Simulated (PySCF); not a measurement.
C7H8O2.
Geometry (GFN2-xTB, Å), atoms numbered from 1 in this order:
```
atom  x, y, z in Å
C1    -0.525    2.618   -0.490
C2    -0.118    1.373   -0.306
C3     0.774    0.436   -1.087
C4     0.654   -0.575    0.069
O5     0.118   -1.836   -0.338
C6     0.298   -2.862    0.467
O7     0.873   -2.867    1.516
C8    -0.324    0.372    0.742
C9    -1.075    0.264    1.825
H10   -0.227    3.185   -1.355
H11   -1.169    3.110    0.218
H12    0.319    0.066   -2.004
H13    1.779    0.794   -1.300
H14    1.569   -0.748    0.646
H15   -0.169   -3.753    0.011
H16   -1.053   -0.623    2.435
H17   -1.733    1.059    2.133
```

The closed-shell SCF was solved with PySCF and density fitting under several settings on one GFN2-xTB geometry (grid level 2 and gas phase unless stated).

| settings | basis functions | SCF cycles | E (Eh) | HOMO (eV) | LUMO (eV) | dipole (D) |
| --- | --- | --- | --- | --- | --- | --- |
| PBE0/pcSseg-1 | 193 | 14 | -421.4076 | -6.97 | -1.43 | 2.06 |
| PBE0/def2-SVPD | 250 | 14 | -421.1696 | -7.00 | -1.51 | 2.14 |
| mPW1PW91/IGLO-II | 246 | 14 | -421.9406 | -6.95 | -1.42 | 2.04 |

Q: Estimate the row for these settings: wB97X/3-21G.

A: 
```csv
settings,basis functions,SCF cycles,E (Eh),HOMO (eV),LUMO (eV),dipole (D)
wB97X/3-21G,97,14,-419.4881,-9.02,1.18,1.85
```

Q: Over all rows, what range does the HOMO–LUMO gap span?

A: From 5.49 eV (PBE0/def2-SVPD) to 10.20 eV (wB97X/3-21G). The functional of the narrowest has 25 % exact exchange, that of the widest range-separated exact exchange.

Q: And the dipole moment?

A: From 1.85 D (wB97X/3-21G) to 2.14 D (PBE0/def2-SVPD); the largest is 1.16 times the smallest, and the median is 2.05 D.

Q: Compare two rows with the functional PBE0: PBE0/pcSseg-1 and PBE0/def2-SVPD. Which energy is lower, and by how much?

A: PBE0/pcSseg-1 (193 functions) lies 0.2380 Eh or 149 kcal/mol below PBE0/def2-SVPD (250 functions). The smaller set gives the lower energy; the two sets aren't nested, so the variational bound doesn't order them by size.

Cycle counts include a coarse-grid stage where the run had one.

One conformer stands for the species.
